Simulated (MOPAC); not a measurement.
Job for MOPAC: PM3 on HCl (SMILES Cl).

```
PM3 1SCF PRECISE CHARGE=0 THREADS=1
ClH

Cl     1.20790380 1     0.53037820 1     0.65711566 1
H      0.72764192 1     0.27999148 1     1.82364411 1
```

Program output:

```
*******************************************************************************
 **                                                                           **
 **                              MOPAC v23.2.5                                **
 **                                                                           **
 *******************************************************************************
 ** MOPAC's Digital Object Identifier: https://doi.org/10.5281/zenodo.6511958 **
 **                                                                           **
 ** Please cite the open-source release paper for use of this MOPAC version:  **
 ** J. E. Moussa and J. J. P. Stewart (2026)                                  **
 ** MOPAC: An open-source semiempirical molecular orbital program             **
 ** J. Open Source Softw., 11(119), 8025, https://doi.org/10.21105/joss.08025 **
 *******************************************************************************

                              PM3 CALCULATION RESULTS

 *******************************************************************************
 *  PM3        - The PM3 Hamiltonian to be used
 *
 *
 *
 *                 CHARGE ON SYSTEM = 0
 *
 *
 *
 *  PRECISE    - TIGHTER CRITERIA TO BE USED
 *  1SCF       - DO 1 SCF AND THEN STOP
 *  THREADS=1  - MULTI-THREADING NOT USED
 *  T=         - A TIME OF 172800.0 SECONDS REQUESTED
 *  DUMP=N     - RESTART FILE WRITTEN EVERY 7200.0 SECONDS REQUESTED
 *******************************************************************************
PM3 1SCF PRECISE CHARGE=0 THREADS=1
 ClH

   ATOM   CHEMICAL          X               Y               Z
  NUMBER   SYMBOL      (ANGSTROMS)     (ANGSTROMS)     (ANGSTROMS)

     1      Cl          1.20790380  *   0.53037820  *   0.65711566  *
     2       H          0.72764192  *   0.27999148  *   1.82364411  *



          CARTESIAN COORDINATES

    NO.       ATOM           X           Y           Z

     1        Cl          1.2079      0.5304      0.6571
     2         H          0.7276      0.2800      1.8236

  H: (PM3): J. J. P. STEWART, J. COMP. CHEM. 10, 209 (1989).
 Cl: (PM3): J. J. P. STEWART, J. COMP. CHEM. 10, 209 (1989).

           Empirical Formula: H Cl  =     2 atoms



      MOLECULAR POINT GROUP   :   C*v


      RHF CALCULATION, NO. OF DOUBLY OCCUPIED LEVELS = 4


 -------------------------------------------------------------------------------
 PM3 1SCF PRECISE CHARGE=0 THREADS=1
 ClH



     1SCF WAS SPECIFIED, SO BFGS WAS NOT USED
     SCF FIELD WAS ACHIEVED


                              PM3 CALCULATION
                                                       MOPAC v23.2.5 Linux




          FINAL HEAT OF FORMATION =        -20.36770 KCAL/MOL =     -85.21846 KJ/MOL


          COSMO AREA              =         54.62 SQUARE ANGSTROMS
          COSMO VOLUME            =         37.53 CUBIC ANGSTROMS

          IONIZATION POTENTIAL    =         11.055392 EV
          HOMO LUMO ENERGIES (EV) =        -11.055  1.454
          NO. OF FILLED LEVELS    =          4
          MOLECULAR WEIGHT        =         36.4609         POINT GROUP:  C*v

          MOLECULAR DIMENSIONS (Angstroms)

            Atom       Atom       Distance
            H     2   Cl     1     1.28613
            H     2   Cl     1     0.00000
           Cl     1    H     2     0.00000


          SCF CALCULATIONS        =          1





   ATOM   CHEMICAL          X               Y               Z
  NUMBER   SYMBOL      (ANGSTROMS)     (ANGSTROMS)     (ANGSTROMS)

     1      Cl          1.20790380  *   0.53037820  *   0.65711566  *
     2       H          0.72764192  *   0.27999148  *   1.82364411  *

                             CARTESIAN COORDINATES

   1   Cl        1.207903800     0.530378200     0.657115660
   2    H        0.727641920     0.279991480     1.823644110


           Empirical Formula: H Cl  =     2 atoms



      MOLECULAR POINT GROUP   :   C*v


                  EIGENVALUES
 -55.46954 -14.88061 -11.05539 -11.05539   1.45354


              NET ATOMIC CHARGES AND DIPOLE CONTRIBUTIONS

  ATOM NO.   TYPE          CHARGE      No. of ELECS.   s-Pop       p-Pop
    1         Cl          -0.098202        7.0982     1.96828     5.12992
    2          H           0.098202        0.9018     0.90180
 DIPOLE           X         Y         Z       TOTAL
 POINT-CHG.    -0.227    -0.118     0.550     0.607
 HYBRID        -0.289    -0.151     0.703     0.775
 SUM           -0.516    -0.269     1.253     1.382


          ATOMIC ORBITAL ELECTRON POPULATIONS

     Atom    s        px        py        pz
    1 Cl   1.96828   1.87868   1.96702   1.28422
    2  H   0.90180

 **********************
 *                    *
 * JOB ENDED NORMALLY *
 *                    *
 **********************




 == MOPAC DONE ==
```

The run finished.

Cost: around 0.020 core-seconds (rough).
